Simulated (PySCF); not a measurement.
Start geometry of `[NH3+][AlH2-][S]C(F)(F)F` from GFN2-xTB (Å):
```
atom  x, y, z in Å
N1     2.1779    0.0577    0.0634
Al2    0.2432   -0.6090    0.0208
S3    -0.6726    1.4727    0.3166
C4    -2.0744    0.4892    0.3136
F5    -2.7588    0.4592    1.4679
F6    -2.9993    0.8424   -0.6118
F7    -1.8207   -0.8456    0.0513
H8     2.3690    0.6317    0.8961
H9     2.3691    0.6752   -0.7287
H10    2.7840   -0.7166    0.0557
H11    0.1625   -1.0759   -1.4411
H12    0.2597   -1.4092    1.3520
```

Task: What comes out of this run: PySCF, PBE0-D3(BJ)/def2-SVP geometry optimisation, gas phase?

Result: 
```
atom  x, y, z in Å
N1     2.192    0.388   -0.237
Al2    0.459   -0.718   -0.067
S3    -0.775    1.156    0.371
C4    -2.317    0.278    0.654
F5    -2.769    0.418    1.896
F6    -3.284    0.676   -0.165
F7    -2.154   -1.053    0.449
H8     2.372    0.919    0.618
H9     2.144    1.057   -1.008
H10    3.004   -0.209   -0.400
H11    0.341   -1.310   -1.541
H12    0.826   -1.632    1.184
```

The energy falls by 10.9 kcal/mol over 16 energy and gradient evaluations, the largest force component goes from 0.0669 to 3.8e-04 Eh/bohr, and the atoms move by 0.282 Å rms after alignment. The bond that changes most is S3–C4 (ends: sulfur bonded to Al and C; CF3 carbon), which lengthens by 0.084 Å. Bonds longer at the end by more than 0.005 Å: 5 of 11; shorter: 5. Among the angles that change most is Al2–S3–C4, from 78.8° to 95.3°. Rotational constants go from 3447, 1135, 1021 to 3556, 975.9, 899.0 MHz. The orientation of the end geometry is arbitrary; only internal coordinates are fixed.

The run used 131 basis functions and 100 SCF cycles in all.

No frequency check. One conformer, not necessarily the lowest.
